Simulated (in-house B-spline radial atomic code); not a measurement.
**Al⁸⁺: [He] 2s2 4s1 (an excited or competing configuration)**

All numbers are computed (Dirac-Hartree-Fock, average of configuration; Fermi nucleus of rms radius 3.061 fm) with a B-spline radial code for spherical atoms, not measured.

Screening seen three ways: the hydrogenic charge with the same mean radius, Z_r = [3n² - l(l+1)]/(2<r>), the one with the same energy, Z_e = n√(-2ε), and Slater's rules. Values are occupation-weighted means over j.

```tsv
shell	electrons	ε (eV)	<r> (bohr)	Z_r	Z_e	Slater
1s	2	-1947.1	0.1187	12.64	11.96	12.70
2s	2	-380.89	0.5232	11.47	10.58	10.95
4s	1	-77.058	2.392	10.03	9.52	9.00
```

The least bound orbital is 4s1/2 at -77.06 eV, and it is also the most diffuse (<r> = 2.392 bohr).

For the 1s electron the small component carries 0.214 % of the norm, the zero-frequency Breit interaction raises the level by 0.797 eV, self-energy by 0.3726 eV, and vacuum polarisation lowers it by 0.02237 eV.
